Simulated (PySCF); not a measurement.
How methods differ on the ionisation energy of Sb³⁸⁺

Sb³⁸⁺ [Ne] 3s2 3p1 (2P) → Sb³⁹⁺ [Ne] 3s2 (1S), as a difference of total energies. Computed with PySCF 2.14 in an even-tempered Gaussian basis (18 s from 6.2 bohr⁻², ratio 2.5; 12 p from 8.1 bohr⁻², ratio 2.5; 4 d from 33 bohr⁻², ratio 2.7; 4 f from 50 bohr⁻², ratio 2.7), with scalar relativity by spin-free X2C-1e. Correlated levels: outer shells: 1s2 frozen; virtual orbitals above 40 to 60 times the deepest correlated orbital energy dropped. The calculations carry no spin-orbit coupling.

```tsv
method	ionisation energy (eV)
UHF	2611.1
LDA	2612.8
PBE	2613.7
PBE0	2613.3
r2SCAN	2613.2
PW91	2614.4
B3LYP	2614.2
MP2 (outer shells)	2611.6
SCS-MP2 (outer shells)	2611.5
```

A first-order spin-orbit estimate (lowest level to lowest level, LS coupling) adds 40.412 eV.

Breit and QED terms and the two-electron picture change are absent.

First order in ζ underestimates the shift of j = l − 1/2 levels at high Z.

For comparison: 2654 ± 4 eV (theoretical estimate listed by NIST; NIST Atomic Spectra Database, ionization energies).
